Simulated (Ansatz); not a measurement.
Job for Ansatz (an electronic-structure program): U-B97M-V/def2-TZVPP on ClO+, 2S+1 = 3, a spin state set in the input, which need not be the lowest, a point of a bond scan (R = 1.473 Å). Charge +1.

Ansatz 0.2 input:
```yaml
crystal:
  periodic: [false, false, false]
  atoms:
    - {symbol: O, position_ang: [0.00000000, 0.00000000, 0.00000000]}
    - {symbol: Cl, position_ang: [0.00000000, 0.00000000, 1.47271300]}
basis:
  gaussian:
    orbitals: def2-TZVPP
    pivot_positions_ang: [[0.00000000, 0.00000000, 0.00000000], [0.00000000, 0.00000000, 1.47271300]]
hamiltonian:
  xc: {name: B97M-V}
total_charge: 1
magnetization: {spin_polarized: true, initial_magnetization: 2}
output: {forces: true, orbitals: {seedname: ./end}}
```

### Question
What total energy does the run end on?

### Answer
-534.8087 hartree.
